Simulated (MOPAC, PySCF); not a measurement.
H6OSi3, SMILES `O/[SiH]=[SiH]\[SiH3]` (H–O–Si–Si torsion 156°), neutral singlet in the gas phase. 

Cartesian coordinates (Å):
SMILES: [SiH3]/[SiH]=[SiH]\O
```xyz
10

O      1.6752     1.7015    -0.1048
Si     1.6358     0.1075     0.2829
Si     0.1067    -1.2691    -0.4806
Si    -1.9516    -0.1890    -0.2367
H      2.5192     2.1588    -0.0414
H      3.0050    -0.3076     0.7120
H      0.2557    -2.3882     0.5057
H     -2.4757    -0.1908     1.1557
H     -2.9744    -0.8405    -1.0995
H     -1.7960     1.2174    -0.6934
```
Charge 0, spin multiplicity 1.

All levels are single points at this geometry (r2SCAN-D4/def2-TZVP); Pople sets use spherical d functions. Orbital energies aren't observables, and empty levels follow the basis.

```json
[
 {"level": "PBE-D3(BJ)/def2-TZVP in PySCF", "HOMO (eV)": "-5.18", "LUMO (eV)": "-2.74", "gap (eV)": "2.44", "dipole (D)": "2.84", "vertical IE, Delta-SCF (eV)": "7.76"},
 {"level": "r2SCAN-D4/def2-TZVP in PySCF", "HOMO (eV)": "-5.35", "LUMO (eV)": "-2.66", "gap (eV)": "2.69", "dipole (D)": "2.93", "vertical IE, Delta-SCF (eV)": "7.75"},
 {"level": "M06-2X/6-31G* in PySCF", "HOMO (eV)": "-6.66", "LUMO (eV)": "-1.21", "gap (eV)": "5.45", "dipole (D)": "3.20", "vertical IE, Delta-SCF (eV)": "–"},
 {"level": "SVWN5/6-31G* in PySCF", "HOMO (eV)": "-5.11", "LUMO (eV)": "-2.68", "gap (eV)": "2.43", "dipole (D)": "3.08", "vertical IE, Delta-SCF (eV)": "7.83"},
 {"level": "AM1 in MOPAC", "HOMO (eV)": "-7.93", "LUMO (eV)": "-2.01", "gap (eV)": "5.92", "dipole (D)": "3.56", "vertical IE, Delta-SCF (eV)": "–"},
 {"level": "PM3 in MOPAC", "HOMO (eV)": "-7.53", "LUMO (eV)": "-1.86", "gap (eV)": "5.67", "dipole (D)": "3.30", "vertical IE, Delta-SCF (eV)": "–"}
]
```
